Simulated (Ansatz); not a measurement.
Start from `CB(O)[SeH]` and change one atom or group to get `NB(O)[SeH]`.

Ansatz, PBE0-D4/def2-TZVP geometries, multiplicity 1. Each molecule was computed in one conformer, which needn't be the lowest.

Scalar relativity is left out up to krypton. Spin–orbit coupling is left out; it splits and shifts lone-pair levels of the heavy atoms by tenths of an eV.

```json
{"property": "LUMO energy (ωB97M-V/def2-TZVPP) / eV", "`CB(O)[SeH]`": "1.81"}
{"property": "ideal-gas entropy at 298 K and 1 bar (rigid rotor, harmonic PBE0-D4/def2-TZVP) / J/(mol·K)", "`CB(O)[SeH]`": "331"}
{"property": "LUMO energy (PBE0/def2-TZVPP) / eV", "`CB(O)[SeH]`": "0.23"}
{"property": "HOMO–LUMO gap (ωB97M-V/def2-TZVPP) / eV", "`CB(O)[SeH]`": "10.99"}
{"property": "HOMO–LUMO gap (PBE/def2-TZVPP) / eV", "`CB(O)[SeH]`": "5.17"}
{"property": "zero-point energy (PBE0-D4/def2-TZVP) / kJ/mol", "`CB(O)[SeH]`": "168.5"}
```

(1) What does the change do to each property? (Estimate.)

Answers

(1) Computed: 
```json
{"property": "LUMO energy (ωB97M-V/def2-TZVPP) / eV", "`NB(O)[SeH]`": "1.65", "shift": "-0.16"}
{"property": "ideal-gas entropy at 298 K and 1 bar (rigid rotor, harmonic PBE0-D4/def2-TZVP) / J/(mol·K)", "`NB(O)[SeH]`": "319", "shift": "-12"}
{"property": "LUMO energy (PBE0/def2-TZVPP) / eV", "`NB(O)[SeH]`": "0.19", "shift": "-0.04"}
{"property": "HOMO–LUMO gap (ωB97M-V/def2-TZVPP) / eV", "`NB(O)[SeH]`": "10.46", "shift": "-0.53"}
{"property": "HOMO–LUMO gap (PBE/def2-TZVPP) / eV", "`NB(O)[SeH]`": "4.83", "shift": "-0.34"}
{"property": "zero-point energy (PBE0-D4/def2-TZVP) / kJ/mol", "`NB(O)[SeH]`": "142.0", "shift": "-26.5"}
```

The zero-point energy changes by -26.5 kJ/mol with -3 modes. Modes under 60 cm⁻¹, often nearly free rotors, make the harmonic entropy too high.
